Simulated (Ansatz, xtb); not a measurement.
# Two isomers of C2H11GeNSi2

Structure I is `C=C[SiH]([GeH3])N[SiH3]`, a singlet and structure II is `C=C[SiH2]N[SiH2][GeH3]`, a singlet. Both are isolated molecules in the gas phase, relaxed with B3LYP-D3(BJ)/def2-SVP, each in the lowest conformer that the search found.

Question: Estimate E(II) − E(I) at the level CCSD(T)/def2-SVP + ΔMP2/def2-TZVPP.

Answer: CCSD(T)/def2-SVP + ΔMP2/def2-TZVPP gives E(II) − E(I) = −0.19 kcal/mol, slightly favouring structure II, which is too small a margin to settle the true order.

Level by level:

```csv
level,geometry,E(II) − E(I) (kcal/mol),departure from the last row (kcal/mol),"job, with rough time for the two"
B3LYP-D3(BJ)/def2-SVP,B3LYP-D3(BJ)/def2-SVP,−1.08,−0.88,"optimisation, 9.5 min"
HF/def2-SVP,B3LYP-D3(BJ)/def2-SVP,−0.39,−0.19,part of the CCSD(T) run
MP2/def2-SVP,B3LYP-D3(BJ)/def2-SVP,−0.76,−0.57,part of the CCSD(T) run
CCSD(T)/def2-SVP,B3LYP-D3(BJ)/def2-SVP,−0.83,−0.64,single point
CCSD(T)/def2-SVP + ΔMP2/def2-TZVPP,B3LYP-D3(BJ)/def2-SVP,−0.19,,"single point, 4.4 min"
```

As drawn, both hold the same kinds of bond in the same numbers.

The largest departure from CCSD(T)/def2-SVP + ΔMP2/def2-TZVPP is that of B3LYP-D3(BJ)/def2-SVP, 0.88 kcal/mol. Levels run at GFN2-xTB geometries aren't shown. The last row adds to CCSD(T) the change of the MP2 difference between the two basis sets, here +0.64 kcal/mol.

With thermal terms from frequencies at re-optimised GFN2-xTB minima (ideal gas, soft modes damped towards free rotors, one conformer each, 298.15 K, 1 atm): on the last row, ΔE + ΔZPE = +0.15, ΔH = −0.15, ΔG = +0.72 kcal/mol.

The correlated steps freeze 22 core orbitals; the filled d shell of Ge is correlated, in a basis made for valence electrons. Programs: Ansatz 0.2.0, xtb 6.7.1; the last row on 2 threads of Arm Neoverse V2 on a shared host.
